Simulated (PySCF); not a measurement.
C7H13P.
Structure used (PBE0-D3(BJ)/def2-SVP), in Å, numbered top down from 1:
```xyz
21
C7H13P angstrom
C      4.3189   -0.9618    1.9345
C      3.2680   -0.7514    0.9552
C      2.3899   -0.5829    0.1271
P      1.1417   -0.1430   -1.0458
C     -0.4175   -0.8346   -0.2264
C     -0.2563   -2.2881    0.2037
C     -0.7226    0.0491    0.9830
C     -1.5271   -0.7039   -1.2710
H      5.1004   -1.6269    1.5347
H      4.7974   -0.0121    2.2218
H      3.9199   -1.4287    2.8489
H      1.3577   -1.2266   -1.9549
H     -1.1807   -2.6461    0.6895
H     -0.0535   -2.9426   -0.6583
H      0.5720   -2.4026    0.9188
H     -1.6559   -0.2838    1.4672
H      0.0842   -0.0053    1.7304
H     -0.8488    1.1038    0.6926
H     -2.4855   -1.0459   -0.8462
H     -1.3217   -1.3192   -2.1618
H     -1.6566    0.3396   -1.5987
```

Level of theory: TDDFT wB97X-D/def2-SVPD, vertical, gas phase, core orbitals frozen in the response (PySCF 2.14.0, density-fitted response routines).

Kohn–Sham orbitals with the atoms that hold most of them (Löwdin shares over 4%, at most four atoms; ? is withheld):

```
orbital  ε (eV)                            atoms
 LUMO+2    2.42    P4 24%, C3 18%, C2 16%, C8 7%
 LUMO+1    2.16    C1 20%, C2 16%, C3 11%, P4 8%
   LUMO       ?  P4 24%, C2 16%, C3 16%, H12 10%
   HOMO   -8.23                                ?
 HOMO-1   -9.34                                ?
 HOMO-2  -10.29    C3 32%, C2 22%, P4 22%, C6 6%
 HOMO-3  -10.94   P4 19%, C5 18%, C7 12%, C3 12%
```

(1) Give the leading atoms of the HOMO-1.

(2) Give the leading atoms of the HOMO.

(3) What is the LUMO energy, and the HOMO–LUMO gap?

## Answers

(1) C3 (bonded to C and P) 34%; C2 (bonded to 2 C) 32%; P4 (bonded to 2 C and H) 8%; C1 (bonded to C and 3 H) 6%. By element: carbon 72% or more, phosphorus 8%.

(2) P4 (bonded to 2 C and H) 40%; C3 (bonded to C and P) 18%; C2 (bonded to 2 C) 17%; C5 (bonded to 3 C and P) 8%. By element: carbon 43% or more, phosphorus 40%.

(3) ε(LUMO) = 1.81 eV; the gap is 10.04 eV (0.3690 hartree).

Problem. The HOMO–LUMO gap is 10.04 eV. Where does the response calculation put the lowest singlet, and from which orbitals?

Solution. S1 is at 5.22 eV (f = 0.015), 4.82 eV below the gap, made of HOMO→LUMO (81%). 

Next come S2 at 5.96 eV (f 0.026), HOMO→LUMO+2 (46%), HOMO-1→LUMO (29%), HOMO→LUMO+1 (10%); S3 at 6.47 eV (f 0.024), HOMO-1→LUMO+2 (56%), HOMO-1→LUMO+1 (9%); S4 at 6.49 eV (f 0.015), HOMO→LUMO+1 (59%), HOMO→LUMO+4 (10%); S5 at 6.87 eV (f 0.157), HOMO-2→LUMO (27%), HOMO→LUMO+2 (11%), HOMO-1→LUMO (10%).
